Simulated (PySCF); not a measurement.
## Electron correlation in Gd⁵¹⁺ (gadolinium, charge +51)

[Ne] 3s2 3p1, 2P determinant. Calculation: PySCF 2.14, in an uncontracted even-tempered set (17 s from 11 bohr⁻², ratio 2.5; 12 p from 15 bohr⁻², ratio 2.5; 4 d from 58 bohr⁻², ratio 2.7; 4 f from 87 bohr⁻², ratio 2.7); scalar relativity by spin-free X2C-1e. Frozen: 1s2; 11 electrons correlated; the 20 highest virtual orbitals of each spin left out.

```json
{"level": "CCSD", "correlation energy (mhartree)": "-514.31"}
{"level": "(T)", "correlation energy (mhartree)": "-0.65"}
{"level": "CCSD(T)", "correlation energy (mhartree)": "-514.96"}
```

Diagnostics: T1 = 0.00044, D1 = 0.0020, largest double amplitude 0.042.

Spin-orbit coupling, absent here, splits the open shell strongly.

Cost of the coupled-cluster step: roughly 30 core-seconds, for 11 correlated electrons.

Iterations:

```
CC2 = 0
CCSD nocc = (np.int64(6), np.int64(5)), nmo = (80, 80)
frozen orbitals [[0, 81, 82, 83, 84, 85, 86, 87, 88, 89, 90, 91, 92, 93, 94, 95, 96, 97, 98, 99, 100], [0, 81, 82, 83, 84, 85, 86, 87, 88, 89, 90, 91, 92, 93, 94, 95, 96, 97, 98, 99, 100]]
max_cycle = 100
direct = 0
conv_tol = 1e-08
conv_tol_normt = 1e-06
diis_space = 8
diis_start_cycle = 0
Init t2, MP2 energy = -0.49468478275598
Init E_corr(UCCSD) = -0.494684782756282
cycle = 1  E_corr(UCCSD) = -0.510236125608534  dE = -0.0155513429  norm(t1,t2) = 0.0104178
cycle = 2  E_corr(UCCSD) = -0.513426929289111  dE = -0.00319080368  norm(t1,t2) = 0.00232899
cycle = 3  E_corr(UCCSD) = -0.514318310096319  dE = -0.000891380807  norm(t1,t2) = 0.000536713
cycle = 4  E_corr(UCCSD) = -0.514314719131689  dE = 3.59096463e-06  norm(t1,t2) = 1.29096e-05
cycle = 5  E_corr(UCCSD) = -0.514314725885498  dE = -6.75380829e-09  norm(t1,t2) = 3.54838e-07
UCCSD converged
E(UCCSD) = -8573.476197180706  E_corr = -0.5143147258854975
UCCSD(T) correction = -0.000650504748912952
```

At this charge the one-electron X2C treatment keeps the bare 1/r₁₂, with no two-electron picture change or Breit term. The effect here is smaller than on the frozen 1s shell; and a scalar Hamiltonian misses the large spin-orbit splitting of the p shells, which matters for ns² → np² pairs.
